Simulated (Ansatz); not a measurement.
Total energies of `FCC(F)C(F)(F)F`.

```xyz
11

F    -1.181   -1.926    0.879
C    -0.528   -1.169   -0.062
C    -0.239    0.194    0.515
F    -1.395    0.920    0.617
C     0.741    0.980   -0.347
F     0.916    2.209    0.125
F     0.319    1.079   -1.610
F     1.929    0.364   -0.358
H    -1.167   -1.075   -0.943
H     0.405   -1.672   -0.331
H     0.199    0.096    1.514
```

The species carries charge 0 and has multiplicity 1. The geometry is a stationary point of PBE0-D4/def2-TZVP. It is one conformer, not always the lowest. Basis def2-TZVPP, the Gaussian-basis code of Ansatz.

RPA on PBE orbitals: Hartree–Fock energy of these orbitals -612.71485 Eh, correlation -2.61483 Eh (frozen core).

```tsv
functional	energy without D4 (Eh)	D4 term (kJ/mol)
LDA (SPW92)	-611.39783	–
PBE	-614.99281	-19.9
revPBE	-615.39773	-71.3
BLYP	-615.51917	-45.0
r2SCAN	-615.34192	-5.1
B97M-V	-615.43162	–
PBE0	-615.00098	-16.6
B3LYP	-615.60746	-31.6
r2SCANh	-615.30912	-5.3
r2SCAN0	-615.26204	-5.8
HSE06 (plane-wave form)	-614.97509	-15.2
BHLYP	-615.35691	-21.1
CAM-B3LYP	-615.44345	-16.4
LC-ωPBE	-615.27074	–
ωB97X-V	-615.41493	–
ωB97M-V	-615.45073	–
B2PLYP	-615.24407	–
PBE-QIDH	-614.92466	–
```

B3LYP takes the VWN-RPA correlation (the form of Gaussian; ORCA's B3LYP/G). HSE06 is the plane-wave form, built on full-range PBE exchange. The double hybrids freeze the cores in their second-order part.

LC-ωPBE has ω = 0.4 bohr⁻¹.
